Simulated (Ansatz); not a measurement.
Input file for Ansatz (an electronic-structure program): R-PBE/def2-TZVPPD on H5NS (a complex), monomers drawn apart or pushed together. Files ending in .json are basis or fitting sets from the Basis Set Exchange.

Ansatz 0.2 input:
```yaml
crystal:
  periodic: [false, false, false]
  atoms:
    - {symbol: N, position_ang: [0.00620493, 0.16351925, 0.32505388]}
    - {symbol: H, position_ang: [-0.77720639, -0.46070694, 0.17008968]}
    - {symbol: H, position_ang: [-0.19302844, 1.03169110, -0.15879122]}
    - {symbol: H, position_ang: [0.82113218, -0.25261076, -0.11110566]}
    - {symbol: S, position_ang: [0.82016333, 0.96490268, 4.54200572]}
    - {symbol: H, position_ang: [-0.15109578, 0.15505911, 4.99194841]}
    - {symbol: H, position_ang: [0.54204488, 0.69559310, 3.24063394]}
basis:
  gaussian:
    orbitals: def2-TZVPPD.json
hamiltonian:
  xc: {name: PBE}
scf: {lower_state_search: off}
```

Program output:

```
WARN ansatz: RAYON_NUM_THREADS=2 ignored (pool sized by the plan → 2); use --threads N
Functional definition: PBE
these checks for a lower state are left out or cut short: stability, starts, cluster_reference, orbital_swaps, neighbouring_geometries, increment
integrals: 0.06 GiB planned
792 factors; their error is unknown
mean field: 0.48 GiB planned
mean field evaluation 1: about -12392.5778 eV, gradient 6.8e1 eV
mean field evaluation 2: about -12362.8626 eV, gradient 1.2e2 eV
mean field evaluation 4: about -12401.3313 eV, gradient 8.5e0 eV
mean field evaluation 8: about -12401.4645 eV, gradient 3.0e-1 eV
mean field evaluation 16: about -12401.4646 eV, gradient 4.7e-6 eV
mean field -12401.46458121 eV, -455.7454173450 hartree, gradient 4.7e-6 eV, S^2 0.000000; 0 other end points of the search recorded, 0 dependent functions left out
reference -12401.46464316 eV, -455.7454196214 hartree; 14, 14 occupied and 159, 159 virtual orbitals, 792 factors
Total energy: -12401.46464316 eV, -455.7454196214 hartree
Checks for a lower state left out: stability, starts, cluster_reference, orbital_swaps, neighbouring_geometries, increment
```

Self-consistency was reached.

Cost: about 1.4 core-seconds (a rough figure).
